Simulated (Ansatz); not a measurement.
`C[SiH2][SiH](F)F` + HBr → `F[SiH](F)Br` + `C[SiH3]`  (cleavage of the Si–Si bond)

Program: Ansatz. Geometries: PBE0-D4/def2-TZVP. ΔE: electronic, gas phase. CCSD(T)/CBS is the MP2 limit (def2-TZVPP, def2-QZVPP) plus CCSD(T) − MP2 in def2-TZVPP, frozen cores. This one scheme is used for every species. DFT in def2-TZVPP. B3LYP here is the variant with VWN-RPA as its local correlation; programs differ in this. HSE06 is defined as in plane-wave codes. For Br outer-core shells are correlated without core-valence functions, which leaves a few kJ/mol of doubt a bond. Scalar relativity is left out up to krypton. One conformer a species, not always the lowest.

| level | ΔE (kJ/mol) | difference from CCSD(T)/CBS |
| --- | --- | --- |
| PBE-D4 | -93.6 | 17.0 |
| revPBE-D4 | -94.7 | 15.9 |
| BLYP-D4 | -98.5 | 12.1 |
| r2SCAN-D4 | -108.4 | 2.2 |
| B97M-V | -107.1 | 3.5 |
| PBE0-D4 | -100.1 | 10.5 |
| B3LYP-D4 | -103.5 | 7.1 |
| r2SCANh-D4 | -109.6 | 1.0 |
| r2SCAN0-D4 | -111.3 | -0.7 |
| HSE06-D4 | -100.3 | 10.3 |
| BHLYP-D4 | -111.2 | -0.6 |
| CAM-B3LYP-D4 | -106.0 | 4.6 |
| ωB97X-V | -105.6 | 5.0 |
| ωB97M-V | -112.8 | -2.2 |
| B2PLYP | -111.1 | -0.5 |
| PBE-QIDH | -111.2 | -0.6 |
| PBE | -95.5 | 15.1 |
| BLYP | -101.2 | 9.4 |
| PBE0 | -102.1 | 8.5 |
| B3LYP | -106.2 | 4.4 |
| r2SCANh | -110.6 | 0.0 |
| r2SCAN0 | -112.4 | -1.8 |
| HSE06 | -102.3 | 8.3 |
| BHLYP | -113.9 | -3.3 |
| LC-ωPBE | -103.3 | 7.3 |
| RPA@PBE/def2-TZVPP | -103.7 | 6.9 |
| HF/def2-SVP | -113.1 | -2.5 |
| MP2/def2-SVP | -111.5 | -0.9 |
| CCSD/def2-SVP | -102.8 | 7.8 |
| CCSD(T)/def2-SVP | -101.8 | 8.8 |
| HF/def2-TZVPP | -123.0 | -12.4 |
| MP2/def2-TZVPP | -118.0 | -7.4 |
| SCS-MP2/def2-TZVPP | -116.2 | -5.6 |
| CCSD/def2-TZVPP | -108.9 | 1.7 |
| CCSD(T)/def2-TZVPP | -107.6 | 3.0 |
| HF/def2-QZVPP | -123.6 | -13.0 |
| MP2/def2-QZVPP | -119.9 | -9.3 |
| SCS-MP2/def2-QZVPP | -117.7 | -7.1 |
| HF/CBS(def2) | -123.7 | -13.1 |
| CCSD/CBS(def2) | -111.9 | -1.3 |
| CCSD(T)/CBS | -110.6 | 0 |

Largest T1 diagnostic among the species: 0.012.

From PBE to PBE0 (25 % exact exchange), in def2-TZVPP and without D4, ΔE moves by −6.5 kJ/mol. Leaving LDA and LC-ωPBE aside and taking each functional with its dispersion term where it has one, the values spread over 19.2 kJ/mol, from ωB97M-V to PBE-D4.
